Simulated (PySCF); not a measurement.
Simulated Si 2p region for AlH6NO2Si ((OH)2Al-NH-SiH3), binding energy against the vacuum level.

Every computed line was given a Gaussian of 0.6 eV full width at half maximum and an area set by the number of equivalent atoms (split 2:1 within a doublet); the highest printed point is 100. Method used: delta-SCF UKS SCAN, pcX-2 on the ionised atom, pcseg-1 elsewhere, spin-free X2C in PySCF.

binding energy (eV), intensity and a bar:
```
    106.2          0 
    106.3          1 
    106.4          3 #
    106.5          7 ##
    106.6         16 #####
    106.7         31 #########
    106.8         52 ###############
    106.9         75 ######################
    107.0         93 ############################
    107.1        100 ##############################
    107.2         95 ############################
    107.3         82 #########################
    107.4         69 #####################
    107.5         61 ##################
    107.6         57 #################
    107.7         54 ################
    107.8         48 ##############
    107.9         38 ###########
    108.0         26 ########
    108.1         15 #####
    108.2          8 ##
    108.3          3 #
    108.4          1 
    108.5          0 
    108.6          0
```

**Question.** Count the maxima, the lines and the sites behind this envelope.

**Answer.** The curve has 1 maximum (at 107.1 eV). Under it lie 2 lines from 1 inequivalent silicon site, drawn as a 2p3/2, 2p1/2 pair. At this width some lines have no maximum of their own.

**Question.** Decompose the envelope and assign each component. Bonds: Al1–O2, Al1–O3, Al1–N4, N4–Si5. Hydrogens: H6 on O2; H7 on O3; H8 on N4; H9, H10, H11 on Si5.

**Answer.** 
| position (eV) | relative area | line | atoms | environment |
| --- | --- | --- | --- | --- |
| 107.09 | 0.67 | Si 2p3/2 | Si5 | silicon bonded to N and 3 H |
| 107.71 | 0.33 | Si 2p1/2 | Si5 | silicon bonded to N and 3 H |

Shake-up satellites, vibrational structure and lifetime widths aren't simulated. Spin–orbit coupling isn't in the SCF: each 2p doublet comes from a relaxed spin-free hole plus a matrix of the shell (mean-field spin–orbit coupling and the ground-state 2p splitting), with 2p3/2 averaged over its two sublevels. 2p1/2 minus 2p3/2 (ligand field included): Si 0.62 eV. Geometry: PBE0-D3(BJ)/def2-SVP, one conformer, isolated molecule.

Hardware: one thread of an Intel Xeon at 2.50 GHz, shared host. Cost: 78 s wall, 0.49 GiB resident at most.
